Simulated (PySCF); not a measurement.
Sn(F)(Me)(OH)2 (CH5FO2Sn), SMILES [Sn]([CH3])([OH])([F])[OH]. Heavy atoms are numbered as in [CH3:1][Sn:2]([OH:3])([OH:4])[F:5]. Hydrogens are named by the atom that carries them.

Geometry: PBE0-D3(BJ)/def2-SVP. The structure was generated by enumeration; whether it is a known compound was not checked. The def2 effective core potentials stand for the cores of Sn; spin–orbit coupling is left out. The values are those of a single conformer.

Computed with CAM-B3LYP/def2-TZVP run with PySCF.

Atomic charges (e), one atom of each kind:

```json
[
 {"atom": "C1 (CH3)", "Löwdin": "-0.49", "Mulliken": "-0.64"},
 {"atom": "Sn2", "Löwdin": "0.70", "Mulliken": "1.35"},
 {"atom": "O3 (OH)", "Löwdin": "[?]", "Mulliken": "-0.68"},
 {"atom": "F5", "Löwdin": "-0.28", "Mulliken": "-0.50"},
 {"atom": "H on C1", "Löwdin": "[?]", "Mulliken": "0.17"},
 {"atom": "H on O3", "Löwdin": "[?]", "Mulliken": "0.32"}
]
```

Q: Fill in the missing entries. (Estimate from the structure and the level; the computed values follow.)

A: 
- O3 (OH), Löwdin: -0.34
- H on C1, Löwdin: 0.14
- H on O3, Löwdin: 0.17
